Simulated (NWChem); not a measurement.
System: C2H4N2Si; SMILES N#C/N=C\[SiH3]

All runs: NWChem. Pople sets run with spherical d functions. Geometry: optimised at PBE0/def2-SVP. Level: PBE/6-31G* with SMD (1 M gas to 1 M solution), gas-phase geometry. Reactions with the solvent are ignored.

Task: Order these by “solvation free energy (kcal/mol)”, lowest first: acetonitrile; water; 1,4-dioxane; n-hexane.

Result: acetonitrile (-5.7), n-hexane (-3.8), 1,4-dioxane (-2.7), water (-0.3)
